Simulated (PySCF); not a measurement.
## W⁶¹⁺: ionisation energy

W⁶¹⁺ [Ne] 3s2 3p1 (2P) → W⁶²⁺ [Ne] 3s2 (1S), as a difference of total energies. Computed with PySCF 2.14 in an uncontracted even-tempered set (17 s from 16 bohr⁻², ratio 2.5; 12 p from 21 bohr⁻², ratio 2.5; 4 d from 81 bohr⁻², ratio 2.7; 4 f from 120 bohr⁻², ratio 2.7), with scalar relativity by spin-free X2C-1e. Correlated levels: outer shells: 1s2 frozen; virtual orbitals above 40 to 60 times the deepest correlated orbital energy dropped. The calculations carry no spin-orbit coupling.

```tsv
method	ionisation energy (eV)
UHF	6475.9
MP2 (outer shells)	6476.6
SCS-MP2 (outer shells)	6476.4
CCSD (outer shells)	6476.6
CCSD(T) (outer shells)	6476.6
```

A first-order spin-orbit estimate (lowest level to lowest level, LS coupling) adds 224.2 eV.

Breit and QED terms and the two-electron picture change are absent.

First order in ζ underestimates the shift of j = l − 1/2 levels at high Z.

For comparison: 6735 ± 7 eV (semi-empirical (NIST evaluation); NIST Atomic Spectra Database, ionization energies).
